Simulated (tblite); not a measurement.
FH5SSi2.
SMILES with atom numbers: `[F:1][SiH2:2][S:3][SiH3:4]` (hydrogens: H5, H6 on Si2; H7, H8, H9 on Si4)

Computed with GFN2-xTB (tblite), gas phase: Langevin dynamics at 600 K from the optimised GFN2-xTB geometry, time step 0.5 fs, friction 0.01 fs⁻¹, 2000 steps.

Start geometry:
```
atom  x, y, z in Å
F1      1.258    1.573    0.784
Si2     1.680    0.106    0.275
S3      0.118   -1.265    0.749
Si4    -1.669   -0.229    0.129
H5      1.839    0.268   -1.156
H6      2.829   -0.298    1.050
H7     -1.556    0.027   -1.303
H8     -1.776    1.011    0.883
H9     -2.708   -1.189    0.456
```

The statistics below take the 31 frames saved every 25 fs from 250 to 1000 fs; their kinetic temperature (all 3N coordinates) averages 472 K.

Problem. How do the bond lengths spread?

Solution. 
| bond | start (Å) | mean (Å) | standard deviation (Å) | shortest (Å) | longest (Å) |
| --- | --- | --- | --- | --- | --- |
| F1–Si2 | 1.609 | 1.628 | 0.061 | 1.521 | 1.772 |
| Si2–S3 | 2.132 | 2.149 | 0.057 | 2.042 | 2.277 |
| S3–Si4 | 2.157 | 2.178 | 0.067 | 2.053 | 2.295 |
| Si2–H5 | 1.449 | 1.447 | 0.032 | 1.395 | 1.523 |
| Si2–H6 | 1.443 | 1.452 | 0.026 | 1.401 | 1.533 |
| Si4–H7 | 1.459 | 1.466 | 0.040 | 1.395 | 1.583 |
| Si4–H8 | 1.456 | 1.462 | 0.032 | 1.402 | 1.527 |
| Si4–H9 | 1.452 | 1.462 | 0.043 | 1.357 | 1.553 |

Problem. Give the same statistics for bond angles, one of each kind.

Solution. 
```json
{"angle": "F1–Si2–S3", "start (°)": "108.9", "mean (°)": "109.2", "standard deviation (°)": "8.2", "smallest (°)": "94.1", "largest (°)": "131.1"}
{"angle": "F1–Si2–H5", "start (°)": "103.9", "mean (°)": "105.0", "standard deviation (°)": "6.6", "smallest (°)": "92.9", "largest (°)": "118.5"}
{"angle": "F1–Si2–H6", "start (°)": "107.1", "mean (°)": "104.5", "standard deviation (°)": "5.7", "smallest (°)": "92.5", "largest (°)": "119.5"}
{"angle": "S3–Si2–H5", "start (°)": "111.8", "mean (°)": "108.7", "standard deviation (°)": "8.6", "smallest (°)": "92.9", "largest (°)": "128.9"}
{"angle": "S3–Si2–H6", "start (°)": "106.5", "mean (°)": "109.3", "standard deviation (°)": "7.5", "smallest (°)": "98.6", "largest (°)": "128.0"}
{"angle": "H5–Si2–H6", "start (°)": "118.3", "mean (°)": "118.8", "standard deviation (°)": "10.0", "smallest (°)": "101.0", "largest (°)": "141.1"}
{"angle": "Si2–S3–Si4", "start (°)": "103.6", "mean (°)": "102.6", "standard deviation (°)": "4.7", "smallest (°)": "94.0", "largest (°)": "113.6"}
{"angle": "S3–Si4–H7", "start (°)": "107.6", "mean (°)": "107.6", "standard deviation (°)": "7.5", "smallest (°)": "87.9", "largest (°)": "120.3"}
{"angle": "S3–Si4–H8", "start (°)": "108.7", "mean (°)": "108.3", "standard deviation (°)": "7.0", "smallest (°)": "94.0", "largest (°)": "125.2"}
{"angle": "S3–Si4–H9", "start (°)": "102.2", "mean (°)": "102.9", "standard deviation (°)": "5.7", "smallest (°)": "91.2", "largest (°)": "113.0"}
{"angle": "H7–Si4–H8", "start (°)": "111.4", "mean (°)": "111.5", "standard deviation (°)": "4.8", "smallest (°)": "102.9", "largest (°)": "122.4"}
{"angle": "H7–Si4–H9", "start (°)": "113.1", "mean (°)": "112.7", "standard deviation (°)": "8.2", "smallest (°)": "99.6", "largest (°)": "130.2"}
```

Problem. How far does each atom move about its mean position (frames aligned on the start, all atoms weighted alike), and what rms force does it feel?

Solution. 
| atom | rms displacement (Å) | rms force (eV/Å) |
| --- | --- | --- |
| F1 | 0.70 | 1.53 |
| Si2 | 0.13 | 2.02 |
| S3 | 0.35 | 1.26 |
| Si4 | 0.15 | 1.57 |
| H5 | 0.66 | 0.71 |
| H6 | 0.60 | 0.60 |
| H7 | 0.57 | 0.78 |
| H8 | 0.57 | 0.63 |
| H9 | 0.31 | 0.91 |

The displacements run from 0.13 to 0.70 Å, the largest at F1.

Problem. Follow the torsion F1–Si2–S3–Si4 through every second one of these frames.

Solution. 
```tsv
t (fs)	F1–Si2–S3–Si4 (°)
250	63
300	62
350	58
400	41
450	19
500	-1
550	-4
600	-14
650	-30
700	-42
750	-47
800	-32
850	-26
900	-35
950	-32
1000	-23
```

Largest departure from the start value over all these frames: F1–Si2–S3–Si4 92° (start 46°).

Problem. How widely does the potential energy scatter, against a harmonic estimate?

Solution. Mean 0.38 eV above the start, standard deviation 0.106 eV, range 0.17 to 0.58 eV. For 21 classical harmonic modes at 600 K the canonical values are 21kT/2 = 0.54 eV and kT·√(21/2) = 0.168 eV.

The run is classical and short, so these are rough statistics of one trajectory.

The cost below is that of the whole dynamics run. On one thread, Arm Neoverse V2 (aarch64), shared host with 96 logical CPUs at a one-minute load of 52, this took 7.2 s and 0.24 GiB of memory at its peak.
